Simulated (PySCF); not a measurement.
Cost of one run: geometry optimisation, `C[C@@H]1C[CH2][Ge@H]1[AsH2]`.

Method: PBE0-D3(BJ)/def2-SVP geometry optimisation, gas phase (PySCF 2.14.0). Work: geometry optimisation from a GFN2-xTB start, density fitting. The input is one job of a driver script: a line of settings, then coordinates in Å.

Input:
```
{"job": {"xc": "PBE0", "basis": "def2-SVP", "d3": "d3bj", "grid": 1, "kind": "geom"}, "charge": 0, "multiplicity": 1}
C     -0.115114     2.111782     0.246124
C     -0.176005     0.698073    -0.290874
C     -1.514559    -0.028193    -0.098991
C     -1.070218    -1.489020     0.045449
Ge     0.740170    -0.854600     0.632729
As     2.794815    -1.913750    -0.106955
H     -0.839524     2.748274    -0.263487
H     -0.338050     2.123592     1.312059
H      0.876851     2.536590     0.098866
H      0.088883     0.698359    -1.352760
H     -1.970252     0.308063     0.833409
H     -2.228701     0.142231    -0.907393
H     -1.021882    -1.980011    -0.927306
H     -1.706189    -2.087876     0.693161
H      0.716353    -0.623577     2.155455
H      2.312905    -1.811127    -1.525242
H      3.443519    -0.566781    -0.255230
```

Hardware: an Arm Neoverse V1 with one thread, on a shared host. PySCF's memory limit was set to 1120 MB.

Question: How large is the basis?

Answer: 175 functions.

Question: Estimate the wall time.

Answer: About 2.5 min. The run took 12 energy-and-gradient evaluations and 69 SCF cycles, 12 s an evaluation on average.

Question: How much memory does it need at the peak?

Answer: About 0.74 GiB. Peak memory is the resident size of the whole Python process, interpreter and libraries included.

Other jobs ran on the host; a repeat could differ by tens of per cent or more.

The run converged: final energy -4470.55274 Eh after 11 steps; dipole 1.01 D.
